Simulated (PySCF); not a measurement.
B(Me)2(Et) (C₄H₁₁B), SMILES CCB(C)C.

Geometry: B3LYP-D3(BJ)/def2-SVP. One conformer was computed; it need not be the lowest.

Method: PySCF with TDA-PBE/def2-SVPD.

Vertical excitations. The molecule is in vacuum.

Computed lowest excited states:
```json
[
 {"state": "S1", "energy (eV)": "5.74", "λ (nm)": "216", "f": "0.000", "main pairs": "HOMO→LUMO 99 %"},
 {"state": "S2", "energy (eV)": "6.08", "λ (nm)": "204", "f": "0.000", "main pairs": "HOMO−1→LUMO 99 %"},
 {"state": "S3", "energy (eV)": "6.56", "λ (nm)": "189", "f": "0.018", "main pairs": "HOMO→LUMO+1 100 %"},
 {"state": "S4", "energy (eV)": "6.90", "λ (nm)": "180", "f": "0.026", "main pairs": "HOMO−1→LUMO+1 100 %"},
 {"state": "S5", "energy (eV)": "7.14", "λ (nm)": "174", "f": "0.059", "main pairs": "HOMO−2→LUMO 97 %"},
 {"state": "S6", "energy (eV)": "7.43", "λ (nm)": "167", "f": "0.019", "main pairs": "HOMO→LUMO+2 99 %"},
 {"state": "S7", "energy (eV)": "7.48", "λ (nm)": "166", "f": "0.005", "main pairs": "HOMO−3→LUMO 98 %"},
 {"state": "S8", "energy (eV)": "7.75", "λ (nm)": "160", "f": "0.001", "main pairs": "HOMO→LUMO+3 66 %, HOMO−1→LUMO+2 33 %"},
 {"state": "S9", "energy (eV)": "7.80", "λ (nm)": "159", "f": "0.045", "main pairs": "HOMO−1→LUMO+2 65 %, HOMO→LUMO+3 32 %"},
 {"state": "S10", "energy (eV)": "7.82", "λ (nm)": "159", "f": "0.003", "main pairs": "HOMO−4→LUMO 89 %"},
 {"state": "T1", "energy (eV)": "5.23", "λ (nm)": "237", "f": "0", "main pairs": "HOMO→LUMO 100 %"},
 {"state": "T2", "energy (eV)": "5.55", "λ (nm)": "223", "f": "0", "main pairs": "HOMO−1→LUMO 99 %"},
 {"state": "T3", "energy (eV)": "6.46", "λ (nm)": "192", "f": "0", "main pairs": "HOMO→LUMO+1 99 %"},
 {"state": "T4", "energy (eV)": "6.73", "λ (nm)": "184", "f": "0", "main pairs": "HOMO−2→LUMO 99 %"}
]
```
Triplets are in the Tamm–Dancoff approximation.
